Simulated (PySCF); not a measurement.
Si, charge -1, quartet; HF/6-31G** in PySCF.

Input for PySCF:
```python
from pyscf import gto, scf

mol = gto.Mole()
mol.atom = '''
    Si    0.000000    0.000000    0.000000
'''
mol.basis = '6-31g**'
mol.charge = -1
mol.spin = 3
mol.verbose = 4
mol.build()

mf = scf.UHF(mol)
mf = mf.newton()
mf.kernel()
```

It wrote (shortened):

```
PySCF version 2.14.0

[INPUT] verbose = 4
[INPUT] num. atoms = 1
[INPUT] num. electrons = 15
[INPUT] charge = -1
[INPUT] spin (= nelec alpha-beta = 2S) = 3
[INPUT] symmetry False subgroup None
[INPUT] Mole.unit = angstrom
[INPUT] Symbol           X                Y                Z      unit          X                Y                Z       unit  Magmom
[INPUT]  1 Si     0.000000000000   0.000000000000   0.000000000000 AA    0.000000000000   0.000000000000   0.000000000000 Bohr   0.0

nuclear repulsion = 0
number of shells = 8
number of NR pGTOs = 51
number of NR cGTOs = 18
basis = 6-31g**
ecp = {}

******** <class 'pyscf.soscf.newton_ah.SecondOrderUHF'> ********
method = SecondOrderUHF
initial guess = minao
damping factor = 0
level_shift factor = 0
DIIS = <class 'pyscf.scf.diis.CDIIS'>
diis_start_cycle = 1
diis_space = 8
diis_damp = 0
SCF conv_tol = 1e-09
SCF conv_tol_grad = None
SCF max_cycles = 50
direct_scf = True
direct_scf_tol = 1e-13
number electrons alpha = 9  beta = 6
******** <class 'pyscf.scf.uhf.UHF'> Newton solver flags ********
SCF tol = 1e-09
conv_tol_grad = None
max. SCF cycles = 50
direct_scf = True
direct_scf_tol = 1e-13
max_cycle_inner = 12
max_stepsize = 0.05
ah_start_tol = 1e+09
ah_level_shift = 0
ah_conv_tol = 1e-12
ah_lindep = 1e-14
ah_start_cycle = 1
ah_max_cycle = 40
ah_grad_trust_region = 2.5
kf_interval = 4
kf_trust_region = 5
canonicalization = True
Set conv_tol_grad to 3.16228e-05

Initial guess E= -288.849381826724  |g|= 0.0548856
macro= 0  E= -288.854022305911  delta_E= -0.00464048  |g|= 0.00223684  2 KF 7 JK
macro= 1  E= -288.854022306527  delta_E= -6.15785e-10  |g|= 1.84563e-05  1 KF 3 JK
Canonicalize SCF orbitals
macro X = 2  E=-288.854022306527  |g|= 1.84563e-05  total 4 KF 13 JK
converged SCF energy = -288.854022306527  <S^2> = 3.7506275  2S+1 = 4.0003137
```
